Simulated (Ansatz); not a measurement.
Calculated with Ansatz (gas phase, PBE0-D4/def2-TZVP geometries, no zero-point term in ΔE). CCSD(T)/CBS adds triple-zeta CCSD(T) − MP2 to the extrapolated MP2 energy (def2 sets, frozen cores). This one scheme is used for every species. DFT in def2-TZVPP. B3LYP here is the variant with VWN-RPA as its local correlation; programs differ in this. HSE06 is defined as in plane-wave codes. For Ge outer-core shells are correlated without core-valence functions, which leaves a few kJ/mol of doubt a bond. Scalar relativity is left out up to krypton. Each species was taken in one conformer, which may not be the lowest.

`C[O][Ge]([F])([F])[O]C` → `C[O][GeH]([F])[F]` + `C=O`  (β-hydride elimination)

`C[O][Ge]([F])([F])[O]C`:

Cartesian coordinates in Å:
```
C 0.846 1.696 1.039
O -0.406 1.025 1.003
Ge -0.455 -0.705 0.846
F 0.425 -1.461 2.101
F -2.100 -1.135 1.015
O 0.206 -1.334 -0.633
C -0.396 -0.999 -1.876
H 1.416 1.431 1.934
H 0.635 2.766 1.061
H 1.452 1.477 0.153
H 0.225 -1.433 -2.659
H -0.443 0.085 -2.027
H -1.405 -1.413 -1.956
```

`C[O][GeH]([F])[F]`:

```xyz
9

C     0.569    0.751    1.036
O     0.858   -0.239    0.059
Ge   -0.374   -0.809   -1.026
F    -1.040    0.530   -1.881
F    -1.706   -1.402   -0.110
H     1.492    0.939    1.586
H    -0.197    0.409    1.738
H     0.238    1.685    0.573
H     0.161   -1.864   -1.976
```

`C=O`:

Cartesian coordinates in Å:
```
C -0.002 0.004 0.000
O 0.515 -1.068 0.107
H -1.033 0.199 0.357
H 0.521 0.865 -0.464
```

| level | ΔE (kJ/mol) | difference from CCSD(T)/CBS |
| --- | --- | --- |
| LDA (SPW92) | 165.0 | 26.3 |
| B3LYP-D4 | 127.7 | -11.0 |
| ωB97X-V | 140.5 | 1.8 |
| B2PLYP | 126.0 | -12.7 |
| revPBE | 100.9 | -37.8 |
| r2SCAN0 | 149.1 | 10.4 |
| HSE06 | 136.3 | -2.4 |
| SCS-MP2/def2-TZVPP | 134.2 | -4.5 |
| CCSD(T)/def2-TZVPP | 137.9 | -0.8 |
| MP2/CBS(def2) | 145.9 | 7.2 |
| CCSD(T)/CBS | 138.7 | 0 |

Largest T1 diagnostic among the species: 0.015.

In def2-TZVPP, CCSD(T) changes the Hartree–Fock value by +18.6 kJ/mol (the triples alone add +0.2 kJ/mol) and MP2 by +25.8 kJ/mol. From r2SCAN to r2SCAN0 (25 % exact exchange), in def2-TZVPP and without D4, ΔE moves by +8.7 kJ/mol.
